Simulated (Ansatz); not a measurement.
H2OSSi, SMILES `O[Si]S` (lower singlet; H–O–Si–S torsion 0°, O–Si–S–H torsion 0°) (charge 0, multiplicity 1). This singlet lies 2.18 eV below the relaxed triplet at the level frozen-core CCSD(T)/cc-pVTZ // PBE0-D3(BJ)/def2-TZVP (Ansatz, an electronic-structure program).

Calculation: frozen-core CCSD(T)/cc-pVTZ // PBE0-D3(BJ)/def2-TZVP in Ansatz.

Ansatz 0.2 input:
```yaml
crystal:
  periodic: [false, false, false]
  atoms:
    - { symbol: O, position_ang: [-1.401142, 0.024772, -0.153496] }
    - { symbol: Si, position_ang: [-0.437278, -1.252202, -0.541443] }
    - { symbol: S, position_ang: [1.584866, -0.464359, -0.384241] }
    - { symbol: H, position_ang: [-1.055526, 0.890309, 0.078083] }
    - { symbol: H, position_ang: [1.309077, 0.801477, -0.019571] }
basis:
  gaussian: { orbitals: cc-pVTZ }
correlation:
  method: ccsd_t
```

Output:

```
Functional definition: HF
741 factors; integrals over basis functions are off by at most 2.0e-3 eV
mean field evaluation 1: about -20748.4594 eV, gradient 3.6e1 eV
mean field evaluation 2: about -20748.6277 eV, gradient 3.6e1 eV
mean field evaluation 4: about -20751.2979 eV, gradient 2.9e0 eV
mean field evaluation 8: about -20751.3548 eV, gradient 2.8e-1 eV
mean field evaluation 16: about -20751.3556 eV, gradient 1.4e-6 eV
mean field -20751.35556099 eV, -762.5982510925 hartree, gradient 1.4e-6 eV, S^2 0.000000; 0 other end points of the search recorded, 0 dependent functions left out
11 core orbitals not correlated
reference -20751.35556099 eV, -762.5982510925 hartree; 9, 9 occupied and 106, 106 virtual orbitals, 741 factors
second order -14.13073230 eV of doubles, -0.00000000 eV of singles
cycle   1  -14.46344293 eV  change   -3.3e-1 eV  update   9.4e-2
cycle   2  -14.84539008 eV  change   -3.8e-1 eV  update   3.1e-2
cycle   3  -14.93718984 eV  change   -9.2e-2 eV  update   1.7e-2
cycle   4  -14.92534138 eV  change    1.2e-2 eV  update   4.1e-3
cycle   5  -14.92369681 eV  change    1.6e-3 eV  update   1.8e-3
cycle   6  -14.92398958 eV  change   -2.9e-4 eV  update   5.8e-4
cycle   7  -14.92358931 eV  change    4.0e-4 eV  update   2.2e-4
cycle   8  -14.92361432 eV  change   -2.5e-5 eV  update   7.3e-5
cycle   9  -14.92364215 eV  change   -2.8e-5 eV  update   2.4e-5
cycle  10  -14.92362838 eV  change    1.4e-5 eV  update   9.7e-6
perturbative correction -0.64499630 eV, -0.0237031770 hartree
Total energy: -20766.92418568 eV, -763.1703874970 hartree
```
